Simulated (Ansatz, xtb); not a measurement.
Isomers of BrGeH7Si2 in order of energy

4 gas-phase structures of BrGeH7Si2, from a drawn sample of its isomers (lower ones may exist). Each was relaxed with GFN2-xTB; where two conformers were screened, the lower at r2SCAN-D4/def2-SVP is listed:

A. `[SiH3][GeH2][SiH2]Br`, a singlet
B. `[SiH3][GeH]([SiH3])[Br]`, a singlet
C. `[SiH3][SiH2][GeH2][Br]`, a singlet
D. `[SiH3][Si@@H]([GeH3])Br`, a singlet

**Question.** Estimate their order in r2SCAN-D4/def2-SVP energy at these geometries, lowest first.

**Answer.** Calculated order at r2SCAN-D4/def2-SVP: A (0.0), B (6.0), D (14.8), C (19.3) kJ/mol.

Energies above the lowest of each column, in kJ/mol; the last columns are at B3LYP/def2-SVP geometries:

```json
{"structure": "A", "GFN2-xTB": "32.8", "HF/STO-3G": "0.0", "r2SCAN-D4/def2-SVP": "0.0", "B3LYP/def2-SVP": "0.0", "CCSD(T)/def2-SVP + ΔMP2/def2-TZVPP": "0.0"}
{"structure": "B", "GFN2-xTB": "0.0", "HF/STO-3G": "22.9", "r2SCAN-D4/def2-SVP": "6.0", "B3LYP/def2-SVP": "1.5", "CCSD(T)/def2-SVP + ΔMP2/def2-TZVPP": "5.4"}
{"structure": "D", "GFN2-xTB": "89.2", "HF/STO-3G": "17.0", "r2SCAN-D4/def2-SVP": "14.8", "B3LYP/def2-SVP": "14.1", "CCSD(T)/def2-SVP + ΔMP2/def2-TZVPP": "15.0"}
{"structure": "C", "GFN2-xTB": "53.4", "HF/STO-3G": "34.2", "r2SCAN-D4/def2-SVP": "19.3", "B3LYP/def2-SVP": "15.6", "CCSD(T)/def2-SVP + ΔMP2/def2-TZVPP": "20.9"}
```

CCSD(T)/def2-SVP + ΔMP2/def2-TZVPP puts A lowest; GFN2-xTB picks B. Flexible structures stand in one conformer each, not always the lowest. A keeps a small imaginary mode. ΔMP2 is the change of the MP2 energy from the smaller to the larger basis.

Over these structures GFN2-xTB departs from r2SCAN-D4/def2-SVP by 20.4 kJ/mol on average once a common shift is removed. A GFN2-xTB relaxation took about 0.1 s and the r2SCAN-D4/def2-SVP energy about 1.5 s on a shared host (Ansatz 0.2.0, xtb 6.7.1).
